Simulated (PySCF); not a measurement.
Work out the structure from these simulated measurements.

Formula: C4H3F3.

| Property | Result |
| --- | --- |
| 13C NMR | chemical shifts (computed TMS as zero) by class: 115.7 (1 C), 82.5 (1 C), 76.5 (1 C), 24.7 (1 C) ppm [GIAO HF/pcSseg-2] |
| UV, first state | lowest singlet excitation: 6.47 eV (191 nm, f = 0.000) [TDDFT B3LYP/def2-SVPD] |
| Couplings | largest of the computed one-bond spin–spin couplings (means over like bonds): 19F–13C -344.3 (×3), 13C–1H +276.5, 13C–13C +206.7, 13C–1H +139.3 (×2), 13C–13C +80.7, 13C–13C +66.6 Hz [B3LYP/pcJ-1, spin–dipole term left out for some pairs] |
| Rotational structure | rotational constants A, B, C: 5.234, 1.763, 1.732 GHz [PBE0-D3(BJ)/def2-SVP] |
| Dipole | 2.01 D [B3LYP/def2-SVPD] |
| UV, strongest line | among the 10 lowest singlet transitions: S10 at 8.97 eV (138 nm, f = 0.271) [TDDFT B3LYP/def2-SVPD] |
| Polarisability | 49.4 au [B3LYP/def2-SVPD] |
| 1H NMR | chemical shifts (computed TMS as zero) by class: 2.70 (2 H), 2.44 (1 H) ppm [GIAO HF/pcSseg-2] |

The electronic properties come from PySCF, for the isolated species, density fitting. Levels stand in brackets. Isolated species at its PBE0-D3(BJ)/def2-SVP geometry, gas phase. Each NMR value is the plain mean over a class of atoms that symmetry, rotation or inversion makes alike.

Question: Propose a structure and show how it fits.

Answer: Numbering: `[CH:1]#[C:2][CH2:3][C:4]([F:5])([F:6])[F:7]`. Its formula, C4H3F3, gives 2 degrees of unsaturation: 0 rings and 2 π bonds in the structure found. 4 carbons fall into 4 classes; from least to most shielded: CF3 carbon [C4] (115.7 ppm), terminal alkyne carbon [C1] (82.5 ppm), alkyne carbon [C2] (76.5 ppm), propargylic carbon [C3] (24.7 ppm). Hydrogen classes from least to most shielded: 2 H on a propargylic carbon, C3 (2.70 ppm), 1 H on a terminal alkyne carbon, C1 (2.44 ppm). The couplings run between: -344.3 Hz, fluorine of a CF3 group [F5] and CF3 carbon [C4] (with 2 like pairs); +276.5 Hz, terminal alkyne carbon [C1] and its hydrogen; +206.7 Hz, terminal alkyne carbon [C1] and alkyne carbon [C2]; +139.3 Hz, propargylic carbon [C3] and its hydrogen (with 1 like pair); +80.7 Hz, alkyne carbon [C2] and propargylic carbon [C3]; +66.6 Hz, propargylic carbon [C3] and CF3 carbon [C4]. The optimised geometry has point group Cs and is an asymmetric top. Structure: `C(C#C)C(F)(F)F`. Computed isomers that give other values at the same levels: `C=CC(F)=C(F)F` (rotational constant A: 4.921 GHz; this holds for the one conformer computed); `C=C=CC(F)(F)F` (smallest rotational constant: 1.644 GHz; this holds for the one conformer computed). The assignments are read from this structure; whether some other isomer fits the data as well wasn't checked.

Conformer computed: `[CH:1]#[C:2][CH2:3][C:4]([F:5])([F:6])[F:7]`: C2–C3–C4–F5 180°.
